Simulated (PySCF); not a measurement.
Ge(Cl)2(OH)2 (Cl2GeH2O2), SMILES [OH][Ge]([OH])([Cl])[Cl].

Geometry: r2SCAN-D4/def2-SVP. Other conformers were not sampled.

Two levels are set side by side: TDA-PBE/def2-SVPD (PySCF) and TDA-ωB97X/def2-SVPD (PySCF). Vertical, same geometry. The lowest singlet is HOMO→LUMO 100 % with PBE and HOMO→LUMO 78 % with the other functional; states are paired by order. Differences are taken from unrounded values.

```json
[
 {"quantity": "lowest singlet excitation (eV)", "TDA-PBE": "5.55"},
 {"quantity": "lowest triplet excitation (TDA) (eV)", "TDA-PBE": "5.25"},
 {"quantity": "first bright state (f over 0.05) (eV)", "TDA-PBE": "6.37"},
 {"quantity": "its oscillator strength", "TDA-PBE": "0.06"}
]
```

### Question
These are the TDA-PBE values. What does TDA-ωB97X give? (An estimate is asked for; the answer gives what the named calculation found.)

### Answer

```csv
quantity,TDA-ωB97X,TDA-PBE minus TDA-ωB97X
lowest singlet excitation (eV),7.19,-1.64
lowest triplet excitation (TDA) (eV),6.65,-1.40
first bright state (f over 0.05) (eV),7.88,-1.51
its oscillator strength,0.08,-0.02
```

Functionals without exact exchange tend to place singlet excitations lower, as here. Differences between two approximate levels are no errors against the true value.

Rough cost on one machine, each run with all the roots and properties that it gave: TDA-ωB97X against TDA-PBE about 5 times.
